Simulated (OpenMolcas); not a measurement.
## Mn V: the spin-orbit constant, Racah parameters, worked from levels

```
Program             : OpenMolcas 26.06
Basis               : ANO-RCC-VQZP [7s6p4d3f2g1h]
Scalar Hamiltonian  : DKH2, point nucleus
Active space        : 9 electrons in 8 orbitals (RAS1 3p, at most 2 holes; RAS2 3d)
State averaging     : 2S+1 = 4 even, 10 roots; 2S+1 = 2 even, 40 roots
Spin-orbit coupling : RASSI with atomic mean-field integrals over the reference wave functions, term energies averaged over their components
```

Methods: RASSCF; MS-RASPT2, IPEA 0.25 Eh, imaginary shift 0.1 Eh (closed shells correlated: 3s). Measured levels: Corliss and Sugar, J. Phys. Chem. Ref. Data 6, 1253 (1977).

**The spin-orbit constant.** For the Hund term 4F of d3, E(J) = (A/2) J(J+1) + constant and ζ = 2S·A = 3A. From J = 3/2 to J = 9/2 the energy changes by 10.5 A.

| Source | E(9/2) - E(3/2) | A | ζ |
| --- | --- | --- | --- |
| RASSCF | 1507.0 | 143.5 | 431 |
| MS-RASPT2 | 1505.4 | 143.4 | 430 |
| measured | 1412.2 | 134.5 | 403 |

All in cm-1. MS-RASPT2 is off by +6.6 % and RASSCF by +6.7 %. Both methods take the spin-orbit matrix elements from the reference wave functions, so the second can move ζ only through the term energies and any multistate remixing. Second-order mixing with other terms is absorbed into this ζ.

**Racah parameters.** Above 4F, d3 has 4P at 15B, 2G at 4B + 3C and 2H at 9B + 3C. The first two fix B and C, and the third tests them; where it misses by thousands of cm-1, two parameters do not describe the configuration (Trees and configuration-interaction terms are left out) and B and C hang on the terms chosen. Term energies are centres of gravity, weighted by 2J + 1.

```tsv
Source	4P	2G	B	C	C/B	2H from B, C	2H found
RASSCF	18784	20566	1252	5186	4.14	26826	28798
MS-RASPT2	16690	17659	1113	4403	3.96	23226	24597
measured	15975	17354	1065	4365	4.10	22680	24351
```

Energies in cm-1. From RASSCF to MS-RASPT2, B changes by -11.1 % and C by -15.1 %. Against the measured terms, MS-RASPT2 has B off by +4.5 % and C by +0.9 %.

CASPT2 does not keep the components of a term degenerate, so their means are used; among the terms shown or strongly mixed into the levels shown the widest spread is 1200 cm-1 (3d3 4F, MS-RASPT2). Active for correlation alone: 3p; no level in the range computed is led by a configuration that opens it, so any true level of that kind is missing. Without dynamic correlation excited terms often stand tens of per cent too high (terms of higher spin than the ground term too low), and those without a measured partner can miss by more than the paired ones (holds for RASSCF). Measured partners are found by configuration, term and J. A level has none where our copy of the source lacks it or the pairing is in doubt (some pairs that miss far off the trend of their configuration count as doubtful), and it then counts in no deviation. Only configurations of the active space appear.
